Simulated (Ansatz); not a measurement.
C₂H₈FNSi (`C[SiH](F)CN`). Charge 0, multiplicity 1.

```json
{"atom": "C1", "x (Å)": "0.328", "y (Å)": "-0.819", "z (Å)": "1.671"}
{"atom": "Si2", "x (Å)": "0.242", "y (Å)": "0.705", "z (Å)": "0.621"}
{"atom": "F3", "x (Å)": "1.509", "y (Å)": "1.642", "z (Å)": "0.944"}
{"atom": "C4", "x (Å)": "0.244", "y (Å)": "0.303", "z (Å)": "-1.209"}
{"atom": "N5", "x (Å)": "-1.039", "y (Å)": "-0.331", "z (Å)": "-1.514"}
{"atom": "H6", "x (Å)": "-0.487", "y (Å)": "-1.492", "z (Å)": "1.395"}
{"atom": "H7", "x (Å)": "0.237", "y (Å)": "-0.581", "z (Å)": "2.733"}
{"atom": "H8", "x (Å)": "1.273", "y (Å)": "-1.346", "z (Å)": "1.517"}
{"atom": "H9", "x (Å)": "-0.977", "y (Å)": "1.502", "z (Å)": "0.935"}
{"atom": "H10", "x (Å)": "0.484", "y (Å)": "1.190", "z (Å)": "-1.815"}
{"atom": "H11", "x (Å)": "1.045", "y (Å)": "-0.422", "z (Å)": "-1.388"}
{"atom": "H12", "x (Å)": "-1.061", "y (Å)": "-0.686", "z (Å)": "-2.461"}
{"atom": "H13", "x (Å)": "-1.797", "y (Å)": "0.335", "z (Å)": "-1.430"}
```

(1) Give the diagnostics of a CCSD(T)/def2-TZVPP run (frozen core, Ansatz 0.2.0). (Estimate.)

Results:

(1) The calculation gave: T1 = 0.0100, largest single amplitude 0.013, largest double 0.012, (T) share of the correlation energy 3.4 %, 9 CCSD cycles. The RHF solution is stable towards an unrestricted one. T1 lies under the customary mark of 0.02 for closed shells.
